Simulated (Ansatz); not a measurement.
Program: Ansatz. Geometries: PBE0-D4/def2-TZVP. ΔE: electronic, gas phase. CCSD(T)/CBS is the MP2 limit (def2-TZVPP, def2-QZVPP) plus CCSD(T) − MP2 in def2-TZVPP, frozen cores. Functionals use def2-TZVPP. Open shells (•) are unrestricted, without spin–orbit coupling. Spin–orbit coupling would lower the free atoms: clearly for Br. Bonds to Br are less sure, by a few kJ/mol each and by 10 to 20 or more in all where they break to atoms, as the def2 sets lack core-valence functions. Scalar relativity is left out up to krypton.

`C[SiH2]Br` → Br• + `C[SiH2]`•  (homolysis of the Br–Si bond)

| level | ΔE (kcal/mol) |
| --- | --- |
| PBE-QIDH | 100.4 |
| PBE | 97.4 |
| RPA@PBE/def2-TZVPP | 89.3 |
| HF/def2-SVP | 72.8 |
| MP2/def2-SVP | 95.0 |
| MP2/def2-TZVPP | 102.5 |
| SCS-MP2/def2-QZVPP | 103.0 |
| CCSD/CBS(def2) | 101.0 |

Problem. What does CCSD(T)/CBS give? (Best estimate.)

Solution. The calculation gave: +103.2 kcal/mol. The listed levels differ from it by -2.8, -5.8, -13.9, -30.4, -8.2, -0.7, -0.2, -2.2 kcal/mol.

Largest T1 diagnostic among the species: 0.012.

The D4 term adds +2.2 kcal/mol with B3LYP and +1.2 kcal/mol with PBE0; it sums over pairs of atoms, weighted by their polarisabilities, and B3LYP, whose exchange is more repulsive, gets the larger term. Leaving LDA and LC-ωPBE aside and taking each functional with its dispersion term where it has one, the values, not all of them listed here, spread over 6.0 kcal/mol, from BLYP-D4 to ωB97X-V. LDA lies +14.6 kcal/mol from PBE without D4, its usual overbinding.

B3LYP here is the variant with VWN-RPA as its local correlation; programs differ in this.

CCSD(T)/CBS has its own doubt, a few kJ/mol and more with outer-core shells, so smaller differences from it don't rank the levels.
